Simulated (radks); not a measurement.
Question: Spherical quantum dot in the effective-mass picture: electrons in a hard-walled sphere of radius 2.31, with a point charge +2 (a donor) at the centre, all in effective atomic units (hartree* = m*/eps^2 hartree, bohr* = eps/m* bohr), one dielectric constant everywhere. Calculated with a radial shooting solver with Libxc functionals: non-relativistic Kohn-Sham, r2SCAN, spin-polarised, spherical densities, generalised Kohn-Sham scheme. Levels are named by radial order and angular momentum (1s, 1p, 1d, 2s, ...), and open shells are averaged over m. At N = 13 the configuration is 1s2 1p6 1d(up 4, down 0) 2s(up 1, down 0). Does electron 14 go into 2s down or 1d down or 1d up?

Answer: Into 1d up. The total energies of the other choices lie higher by 0.155 hartree* (2s down), 0.208 hartree* (1d down).
